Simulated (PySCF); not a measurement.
Polarisability and C₆ of P (phosphorus, neutral)

[Ne] 3s2 3p3, high-spin 4S determinant. Calculation: PySCF 2.14, in aug-cc-pV(D+d)Z (5s4p3d, 32 functions); no relativity, point nucleus. Coupled (time-dependent) response in atomic units; α is the mean over directions.

```tsv
method	mean α (bohr³)	C₆ (like pair)	S(−4)
UHF	24.56	184.0	170.9
PBE	26.01	196.3	212.6
PBE0	25.28	189.8	190.9
BHandHLYP	24.65	183.2	178.7
M06-2X	25.61	189.4	200.8
```

S(−4) is the Cauchy moment in α(ω) = α(0) + S(−4) ω² + …

Reference α: 25 ± 1 bohr³ (recommended; Schwerdtfeger and Nagle, table of static dipole polarizabilities (2023 update)). Published C₆: 185.0 (Chu and Dalgarno (2004); Tang, Norbeck and Certain (1976)).

α(iu) at UHF:

```tsv
u (hartree)	α(iu) (bohr³)
0	24.56
0.0500	24.14
0.100	22.99
0.200	19.46
0.300	15.68
0.500	9.879
0.750	5.838
1.00	3.756
1.50	1.902
2.00	1.153
3.00	0.5721
5.00	0.2464
```

A single London oscillator, α(iu) = α/(1 + u²/ω²), gives C₆ = (3/4) ω α². Matching the computed C₆ needs ω = 4 × 184.0 / (3 × 24.56²) = 0.407 hartree.
